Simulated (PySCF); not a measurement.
## Correlation energy of Ag (silver, neutral)

[Kr] 4d9 5s2, 2D determinant (an excited configuration). Calculation: PySCF 2.14, in def2-TZVPPD with the def2 core potential (28 electrons); scalar relativity through the core potential. Frozen: nothing; 19 electrons correlated.

```
  level  correlation energy (mhartree)
   CCSD                        -620.24
    (T)                         -18.48
CCSD(T)                        -638.72
```

Diagnostics: T1 = 0.016, D1 = 0.0691, largest double amplitude 0.071.

Is a single reference adequate?

Mostly. T1 lies below 0.03, but a double amplitude of this size points to a near-degeneracy that CCSD handles and MP2 describes poorly.

The basis has no tight functions for the innermost shells, so their pair energies are far from complete.

This basis was not built for core-valence correlation, so the inner-shell part is incomplete.
